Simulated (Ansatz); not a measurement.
Consider the ligand exchange at a W–O bond: `[NH2][W](=[O])([OH])=[S]` + HCl → `[NH2][W](=[O])(=[S])[Cl]` + H₂O.

Computed with Ansatz on PBE0-D4/def2-TZVP structures; ΔE is electronic, products minus reactants. CCSD(T)/CBS is the MP2 limit (def2-TZVPP, def2-QZVPP) plus CCSD(T) − MP2 in def2-TZVPP, frozen cores. This one scheme is used for every species. DFT in def2-TZVPP. Elements past krypton have def2 core potentials. For W outer-core shells are correlated without core-valence functions, which leaves a few kJ/mol of doubt a bond. One conformer a species, not always the lowest.

CCSD(T)/CBS gives -39.5 kJ/mol.

(1) Another level gave -23.1 kJ/mol. Which?
A. SCS-MP2/def2-TZVPP
B. PBE0-D4/def2-TZVPP
C. LC-ωPBE/def2-TZVPP
D. r2SCAN/def2-TZVPP

Largest T1 diagnostic among the species: 0.022, so the coupled-cluster value is less sure than usual.

Answers

(1) C. LC-ωPBE -23.1, r2SCAN -31.8, SCS-MP2/def2-TZVPP -45.2, PBE0-D4 -36.1 kJ/mol.

The D4 term adds −3.3 kJ/mol with B3LYP and −1.8 kJ/mol with PBE0; it sums over pairs of atoms, weighted by their polarisabilities, and B3LYP, whose exchange is more repulsive, gets the larger term. At CCSD(T), def2-SVP lies +10.8 kJ/mol from the extrapolated value and def2-TZVPP +4.3 kJ/mol. Leaving LDA and LC-ωPBE aside and taking each functional with its dispersion term where it has one, the values, not all of them listed here, spread over 16.7 kJ/mol, from PBE-QIDH to CAM-B3LYP-D4. LDA lies +3.5 kJ/mol from PBE without D4.

B3LYP here is the variant with VWN-RPA as its local correlation; programs differ in this.
